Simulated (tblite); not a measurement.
C2H14NPSi4.
Numbering: `[CH3:1][Si@@:2]1([PH:3][SiH3:4])[SiH2:5][CH2:6][N:7]1[SiH3:8]` (hydrogens: H9, H10, H11 on C1; H12 on P3; H13, H14, H15 on Si4; H16, H17 on Si5; H18, H19 on C6; H20, H21, H22 on Si8)

Computed with GFN2-xTB (tblite), gas phase: L-BFGS steps from a force-field or distance-geometry start until the largest atomic force falls under 0.01 eV/Å.

The end geometry, which sets the zero of energy:
```
atom  x, y, z in Å
C1     -0.3448   -1.3420    2.3490
Si2     0.2005   -0.7240    0.6218
P3      2.1679    0.3222    0.9847
Si4     2.6221    1.0684   -1.0628
Si5    -0.5261   -1.8961   -1.2712
C6     -1.5301   -0.2628   -1.2696
N7     -0.9513    0.3918   -0.0934
Si8    -1.4700    1.9693    0.3638
H9     -1.3622   -1.7200    2.3328
H10    -0.2958   -0.5306    3.0704
H11     0.3080   -2.1358    2.7006
H12     2.9181   -0.8343    0.8838
H13     2.4439    0.0475   -2.1042
H14     4.0223    1.4992   -1.0612
H15     1.7422    2.2032   -1.3307
H16    -1.3908   -3.0787   -1.1549
H17     0.2575   -2.0704   -2.5020
H18    -1.3953    0.3614   -2.1570
H19    -2.6076   -0.3957   -1.1392
H20    -2.8874    1.9272    0.7499
H21    -0.6163    2.3585    1.4814
H22    -1.3152    2.8612   -0.7937
```

Question: These geometries come from the run, each turned onto the end geometry. Order them by energy, lowest first.
A.
```
atom  x, y, z in Å
C1      0.0748   -1.1632    2.0041
Si2     0.1715   -0.2723    0.3105
P3      1.9320    1.1501    0.4053
Si4     3.3157    0.0891   -0.9796
Si5    -0.5820   -1.3793   -1.6010
C6     -1.9056   -0.0447   -1.2297
N7     -1.3118    0.5868   -0.0485
Si8    -2.1239    1.8995    0.7220
H9     -0.7696   -1.8432    2.0572
H10    -0.0290   -0.4345    2.8031
H11     0.9806   -1.7317    2.1922
H12     2.4664    0.5728    1.5417
H13     3.5940   -1.2880   -0.5541
H14     4.5756    0.8313   -1.0096
H15     2.7054    0.0504   -2.3094
H16    -1.1346   -2.7373   -1.5309
H17     0.0066   -1.2196   -2.9360
H18    -2.0446    0.6903   -2.0266
H19    -2.8969   -0.4376   -0.9878
H20    -3.4786    1.4504    1.0764
H21    -1.3405    2.2213    1.9103
H22    -2.2155    3.0291   -0.2113
```
B.
```
atom  x, y, z in Å
C1     -0.3313   -1.3356    2.3008
Si2     0.2022   -0.6630    0.5881
P3      2.1282    0.4520    0.9857
Si4     2.7670    0.9963   -1.0761
Si5    -0.5115   -1.8343   -1.3122
C6     -1.5968   -0.2583   -1.2431
N7     -0.9793    0.4301   -0.1078
Si8    -1.5768    1.9648    0.3982
H9     -1.3521   -1.7058    2.2901
H10    -0.2734   -0.5470    3.0457
H11     0.3168   -2.1438    2.6265
H12     2.8900   -0.6994    1.0420
H13     2.5168   -0.0950   -2.0307
H14     4.2081    1.2550   -1.0561
H15     2.0454    2.1967   -1.4983
H16    -1.3152   -3.0632   -1.2102
H17     0.2670   -1.9345   -2.5547
H18    -1.5620    0.3761   -2.1315
H19    -2.6537   -0.4575   -1.0398
H20    -2.9478    1.8190    0.9123
H21    -0.6561    2.4101    1.4369
H22    -1.5960    2.8567   -0.7674
```
C.
```
atom  x, y, z in Å
C1      0.2341   -1.8872    1.6159
Si2    -0.0123   -0.3767    0.5097
P3      1.5635    1.1596    0.4257
Si4     3.4121    0.4781   -0.5978
Si5    -1.1647   -0.9841   -1.3751
C6     -2.4648   -0.4585   -0.0775
N7     -1.5756    0.5133    0.6498
Si8    -1.4553    1.9699   -0.3157
H9     -0.7286   -2.3056    1.8490
H10     0.7666   -1.5948    2.5066
H11     0.8306   -2.5956    1.0527
H12     1.8745    1.4470    1.7287
H13     4.2442   -0.3462    0.2639
H14     4.1534    1.7072   -0.8892
H15     3.0993   -0.2118   -1.8602
H16    -1.2856   -2.3716   -1.6066
H17    -1.0576   -0.0494   -2.4762
H18    -3.3005    0.0925   -0.4871
H19    -2.8213   -1.2643    0.5842
H20    -2.7270    2.1255   -1.0322
H21    -1.1933    3.1342    0.4898
H22    -0.4022    1.8380   -1.3601
```
D.
```
atom  x, y, z in Å
C1     -0.1724   -1.2999    2.1496
Si2     0.1866   -0.4761    0.4515
P3      2.0092    0.7873    0.8473
Si4     3.1546    0.7017   -1.0565
Si5    -0.5540   -1.6611   -1.4284
C6     -1.7804   -0.2062   -1.2201
N7     -1.1312    0.5240   -0.1276
Si8    -1.8776    1.9468    0.5022
H9     -1.1354   -1.8025    2.1607
H10    -0.1735   -0.5494    2.9363
H11     0.5918   -2.0323    2.3974
H12     2.6929   -0.2555    1.4410
H13     2.9079   -0.5094   -1.8513
H14     4.5749    0.7419   -0.7016
H15     2.7838    1.8754   -1.8442
H16    -1.2137   -2.9626   -1.2485
H17     0.0525   -1.6781   -2.7660
H18    -1.8941    0.4442   -2.0908
H19    -2.7858   -0.5223   -0.9254
H20    -3.0561    1.5776    1.3025
H21    -0.8751    2.6278    1.3161
H22    -2.3154    2.7482   -0.6460
```
E.
```
atom  x, y, z in Å
C1      0.3138   -1.6218    1.5762
Si2     0.1444   -0.3315    0.1716
P3      1.6570    1.2780    0.6453
Si4     3.4070    0.5472   -0.5189
Si5    -1.0612   -1.4140   -1.5395
C6     -2.2910   -0.5212   -0.3630
N7     -1.3970    0.5161    0.1658
Si8    -1.6722    2.2014   -0.1087
H9     -0.6625   -2.0243    1.8175
H10     0.7377   -1.1791    2.4717
H11     0.9521   -2.4510    1.2851
H12     2.0902    0.6913    1.8229
H13     4.1835   -0.4116    0.2719
H14     4.2441    1.6861   -0.8918
H15     2.9478   -0.1004   -1.7488
H16    -1.3974   -2.8322   -1.7346
H17    -1.1358   -0.6870   -2.8088
H18    -3.2014   -0.0970   -0.7810
H19    -2.5855   -1.1545    0.4807
H20    -3.0920    2.3035   -0.4598
H21    -1.3149    2.9389    1.1004
H22    -0.8769    2.6827   -1.2559
```

Answer: B (0.010 eV), D (0.047 eV), A (0.085 eV), E (0.574 eV), C (1.740 eV).

In the order of the answer:

```
step  E above end (eV)  largest force (eV/Å)  rms force component (eV/Å)  rms distance from end (Å)  rms bond change (Å)  bond most changed (Å)
 252             0.010                  0.11                       0.024                      0.162                0.002          Si2–P3 +0.003
 229             0.047                  0.05                       0.016                      0.588                0.002          C1–Si2 +0.008
 146             0.085                  0.03                       0.009                      1.084                0.003         Si2–Si5 -0.008
  30             0.574                  0.28                       0.071                      1.471                0.005         Si2–Si5 +0.014
   2             1.740                  1.25                       0.281                      1.704                0.027         Si5–H16 -0.058
```

What follows is the cost of the whole relaxation. Hardware: one thread, Arm Neoverse N1 (aarch64), shared host with 64 logical CPUs at a one-minute load of 59. Cost: 7.6 s.
